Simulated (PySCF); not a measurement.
PySCF input file for C5H5Cl, SMILES ClC(CC#C)=C, PBE0/pcSseg-1. Geometry optimised at B3LYP-D3(BJ)/def2-SVP. The values are those of a single conformer.

```python
import numpy as np
from pyscf import gto, scf, dft
from pyscf.prop.nmr import rks as nmr

mol = gto.M(
    atom='''
    C     2.58788668   -0.11139700    1.05629350
    C     1.65683972   -0.54689338    0.41793034
    C     0.52750992   -1.07290887   -0.35076987
    C    -0.77264109   -0.34113556   -0.10624425
    C    -1.87450871   -0.88500491    0.41097930
    Cl   -0.74384990    1.34502676   -0.58307455
    H     3.41283450    0.27796694    1.62214339
    H     0.76782741   -1.01992363   -1.42796332
    H     0.37667216   -2.13808437   -0.10958480
    H    -2.78810129   -0.30521807    0.54989652
    H    -1.87430344   -1.93615762    0.70864119
    ''',
    basis='pcSseg-1',
    charge=0,
    spin=0,
    max_memory=1600,
    verbose=3,
)
mf = dft.RKS(mol, xc='pbe0')
mf.grids.level = 3
mf.conv_tol = 1e-10
mf.max_cycle = 100
mf.kernel()
n = nmr.NMR(mf)
n.verbose = 2
n.max_cycle_cphf = 60
sigma = n.kernel()
print('atom   isotropic/ppm   span/ppm')
for i, s in enumerate(sigma):
    w = np.linalg.eigvalsh((s + s.T) / 2)
    print(f'{mol.atom_symbol(i):2s}{i + 1:3d} {w.mean():14.3f} {w[2] - w[0]:11.3f}')
```

Output:

```
converged SCF energy = -653.209402783933
atom   isotropic/ppm   span/ppm
C   1        106.667     220.521
C   2        102.844     287.754
C   3        151.305      37.383
C   4         30.076     183.662
C   5         62.641     183.707
Cl  6        681.527     521.824
H   7         29.289      15.121
H   8         28.210       8.398
H   9         28.234       9.884
H  10         25.818       8.570
H  11         25.795       7.999
```

The run converged.
